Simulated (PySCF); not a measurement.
Species: C₃H₂BCl₂ (charge +1).
SMILES: `ClB(Cl)[c+]1cc1`

The calculation used EOM-IP-CCSD/aug-cc-pVDZ in PySCF, restricted Hartree–Fock reference, 14 core orbitals frozen, non-relativistic, gas phase, PBE0-D3(BJ)/def2-SVP geometry.

Hartree–Fock orbital energies give these Koopmans values (eV): HOMO 17.11, HOMO-1 17.24, HOMO-2 17.39, HOMO-3 18.57, HOMO-4 19.86, HOMO-5 20.72, HOMO-6 20.93.

Q: What vertical ionisation energies does EOM-IP-CCSD give?

A: 
| leading hole (HF orbital) | Koopmans (eV) | EOM-IP-CCSD (eV) | change (eV) | one-hole share |
| --- | --- | --- | --- | --- |
| HOMO | 17.11 | 16.25 | -0.86 | 0.95 |
| HOMO-2 | 17.39 | 16.44 | -0.95 | 0.95 |
| HOMO-1 | 17.24 | 16.45 | -0.79 | 0.95 |
| HOMO-3 | 18.57 | 17.78 | -0.79 | 0.95 |
| HOMO-4 | 19.86 | 19.27 | -0.59 | 0.95 |
| HOMO-5 | 20.72 | 19.53 | -1.19 | 0.95 |
| HOMO-6 | 20.93 | 19.88 | -1.05 | 0.95 |

Q: Does the order of the lines follow the orbital energies?

A: No: the HOMO-2 hole (16.44 eV) falls below the HOMO-1 hole (16.45 eV). The corrections run from -1.19 to -0.59 eV, with a mean of -0.89 eV over the 7 lines; no line lies above its Koopmans value.

Q: At what kinetic energies would He I light (21.22 eV) eject these electrons?

A: 4.97 eV (HOMO), 4.78 eV (HOMO-2), 4.77 eV (HOMO-1), 3.44 eV (HOMO-3), 1.95 eV (HOMO-4), 1.69 eV (HOMO-5), 1.34 eV (HOMO-6).

Lines less than 0.15 eV apart could change places at a higher level. One root was sought for each valence orbital with −ε under 21 eV, eight at most, so deeper holes and satellites are missing; no vibrational structure.

Hardware: one thread, Arm Neoverse V1 (aarch64), shared host with 32 logical CPUs at a one-minute load of 14. Cost: 6.1 min, 2.9 GiB resident at most.

Shape of the structure used: `[Cl:1][B:2]([Cl:3])[c+:4]1[cH:5][cH:6]1`: Cl1–B2–C4–C5 89°.

One conformer stands for the species.
